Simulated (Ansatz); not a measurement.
Kohn–Sham single points on C6H16F2N2Zr, SMILES `CC[N](C)[Zr]([F])([F])[N](C)CC`.

```yaml
crystal:
  periodic: [false, false, false]
  atoms:
    - {symbol: C, position_ang: [0.699769, 1.702148, 2.960841]}
    - {symbol: C, position_ang: [-0.263966, 1.956464, 1.812234]}
    - {symbol: N, position_ang: [-0.513354, 0.803501, 0.966304]}
    - {symbol: C, position_ang: [-1.259638, -0.255040, 1.593883]}
    - {symbol: Zr, position_ang: [0.256998, 1.062498, -0.881626]}
    - {symbol: F, position_ang: [-0.639803, 2.561109, -1.701764]}
    - {symbol: F, position_ang: [2.147285, 1.405457, -0.659659]}
    - {symbol: N, position_ang: [-0.191215, -0.638778, -1.888138]}
    - {symbol: C, position_ang: [-1.326414, -0.663751, -2.784520]}
    - {symbol: C, position_ang: [0.500794, -1.904866, -1.825290]}
    - {symbol: C, position_ang: [1.649610, -1.884031, -0.836720]}
    - {symbol: H, position_ang: [0.308101, 0.952777, 3.651698]}
    - {symbol: H, position_ang: [0.868956, 2.619650, 3.529487]}
    - {symbol: H, position_ang: [1.661786, 1.350258, 2.581317]}
    - {symbol: H, position_ang: [0.146757, 2.771376, 1.192233]}
    - {symbol: H, position_ang: [-1.217141, 2.347892, 2.199527]}
    - {symbol: H, position_ang: [-0.715615, -0.722023, 2.425610]}
    - {symbol: H, position_ang: [-1.481803, -1.037269, 0.865686]}
    - {symbol: H, position_ang: [-2.215988, 0.112922, 1.993651]}
    - {symbol: H, position_ang: [-1.025044, -0.903636, -3.813599]}
    - {symbol: H, position_ang: [-2.067133, -1.413244, -2.472685]}
    - {symbol: H, position_ang: [-1.829725, 0.307965, -2.810322]}
    - {symbol: H, position_ang: [0.876570, -2.180433, -2.822986]}
    - {symbol: H, position_ang: [-0.212795, -2.694551, -1.541504]}
    - {symbol: H, position_ang: [1.298575, -1.642187, 0.172531]}
    - {symbol: H, position_ang: [2.412058, -1.152839, -1.118531]}
    - {symbol: H, position_ang: [2.132386, -2.861361, -0.787646]}
basis:
  gaussian: {orbitals: def2-TZVPP}
hamiltonian: {xc: {name: B2PLYP}}
```

```sh
$ ansatz run in.yaml --threads 11 --pin off --events-out ev --progress --plain --max-ram 120832MiB --backend cuda --devices 0, --max-vram 75GiB
```

Output, abridged:

```
Functional definition: B2PLYP
  name "B2PLYP"
  cite "Grimme, J. Chem. Phys. 124, 034108 (2006) doi:10.1063/1.2148954"
  cite "Becke, Phys. Rev. A 38, 3098 (1988) doi:10.1103/PhysRevA.38.3098"
  cite "Lee, Yang & Parr, Phys. Rev. B 37, 785 (1988) doi:10.1103/PhysRevB.37.785"
  parameter a = 0.53
  parameter c = 0.27
  exchange = (1 - a)*b88_x + a*exact_x
  correlation = (1 - c)*lyp_c + c*(mp2_os + mp2_ss)
3533 factors; integrals over basis functions are off by at most 9.7e-4 eV
mean field evaluation 1: about -16136.8679 eV, gradient 9.6e1 eV
mean field evaluation 2: about -16137.1116 eV, gradient 9.6e1 eV
mean field evaluation 4: about -16154.8837 eV, gradient 1.9e1 eV
mean field evaluation 8: about -16155.7263 eV, gradient 1.9e0 eV
mean field evaluation 16: about -16155.7331 eV, gradient 2.1e-3 eV
mean field -16155.73306539 eV, -593.7122394037 hartree, gradient 9.0e-6 eV, S^2 0.000000; 0 other end points of the search recorded, 0 dependent functions left out
10 core orbitals not correlated: weight in the atoms' cores, before any rotation towards them, 1.000 or more for the frozen orbitals, at most 0.000 for the correlated occupied ones
reference -16155.73335373 eV, -593.7122500002 hartree; 38, 38 occupied and 542, 542 virtual orbitals, 3533 factors
second order -77.24014592 eV of doubles, -0.00000000 eV of singles
Total energy: -16176.58819313 eV, -594.4786512122 hartree
```

Run time 3.6 s (11 threads of an AMD EPYC 7R13 on a shared host and a whole NVIDIA H100 80 GB); peak host memory 3.7 GiB.

The same input with `hamiltonian: {xc: {name: BLYP}, dispersion: d4}` (abridged; 2 s):

```
Functional definition: BLYP
mean field evaluation 16: about -16184.1767 eV, gradient 1.2e-2 eV
mean field -16184.17666236 eV, -594.7575223128 hartree, gradient 3.4e-5 eV, S^2 0.000000
Total energy: -16185.73561961 eV, -594.8148129349 hartree
```

The same input with `hamiltonian: {xc: pbe0, dispersion: d4}` (abridged; 2 s):

```
Functional definition: PBE0
mean field evaluation 16: about -16173.1679 eV, gradient 1.5e-3 eV
mean field -16173.16786783 eV, -594.3529565759 hartree, gradient 7.4e-5 eV, S^2 0.000000
Total energy: -16173.80931611 eV, -594.3765293654 hartree
```

With the line `hamiltonian: {xc: {name: wB97X-V}}` (abridged; 3.1 s):

```
Functional definition: wB97X-V
mean field evaluation 16: about -16184.9932 eV, gradient 1.3e-3 eV
mean field -16184.99315925 eV, -594.7875280199 hartree, gradient 5.9e-5 eV, S^2 0.000000
Total energy: -16184.99315521 eV, -594.7875278715 hartree
```

The same input with `hamiltonian: {xc: {name: r2SCANh}, dispersion: d4}` (abridged; 2.4 s):

```
Functional definition: r2SCANh
mean field evaluation 16: about -16181.9084 eV, gradient 3.2e-3 eV
mean field -16181.90844997 eV, -594.6741670450 hartree, gradient 1.0e-5 eV, S^2 0.000000
Total energy: -16182.13359673 eV, -594.6824410358 hartree
```
